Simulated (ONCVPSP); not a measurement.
## What one change does to a pseudopotential (xenon, ONCV)

```json
{
 "Element": "xenon (Xe)",
 "Generator": "ONCVPSP 4.0.1",
 "Type": "optimised norm-conserving Vanderbilt (ONCV)",
 "Functional": "PBEsol",
 "Relativity": "scalar-relativistic",
 "Frozen core": "[Ar] 3d10",
 "Valence charge": "26",
 "Reference configuration": "4s2 4p6 4d10 5s2 5p6",
 "Partial waves": "4s+5s: rc 1.30 bohr, ncon 5, nbas 8, qcut 11.6 1/bohr, 3 projectors, debl 3.4 Ha; 4p+5p: rc 1.00 bohr, ncon 4, nbas 8, qcut 15.3 1/bohr, 2 projectors; 4d: rc 0.95 bohr, ncon 3, nbas 8, qcut 10.4 1/bohr, local",
 "Local potential": "the d channel",
 "Core correction": "none"
}
```

Change: all radii scaled by about 1.11 (s 1.44, p 1.12, d 1.06 bohr).

Cutoffs: the cutoffs (Ha) at which the residual kinetic energy of the hardest occupied pseudo-wave falls to 1 and 0.1 mHa per electron; they do not see the model core or the augmentation charge, which bear on the density cutoff. Errors are all-electron minus pseudo energies relative to the spin-unpolarised reference configuration.

Problem. What does the change do?

Solution. The potential gets softer (78 Ha and 247 Ha → 68 Ha and 137 Ha); of the 4 tests that both files solve, the error grows in 4 and shrinks in 0 by more than 15 % and 0.3 meV (median size 9.5 → 11.4 meV); neither file shows a bound ghost. A larger radius leaves more room for a smooth pseudo-wave, so fewer plane waves are needed. More of the atom is replaced by a form fitted at one configuration, so other configurations suffer.

```tsv
quantity	base	changed
cutoff, loose	78 Ha	68 Ha
cutoff, tight	247 Ha	137 Ha
loose cutoff by channel	s 50 Ha, p 78 Ha, d 56 Ha	s 44 Ha, p 68 Ha, d 51 Ha
bound ghosts	none	none
GHOST(+) flags under 300 eV	none	none
error for 4s2 4p6 4d10 5s2 5p5, meV [ΔE 12.55 eV]	-2.1	-2.5
error for 4s2 4p6 4d10 5s2 5p4, meV [ΔE 34.33 eV]	-6.3	-7.5
error for 4s2 4p6 4d10 5s2 5p3, meV [ΔE 66.10 eV]	-13	-15
error for 4s2 4p6 4d10 5s2 5p2, meV [ΔE 108.49 eV]	-22	-27
```
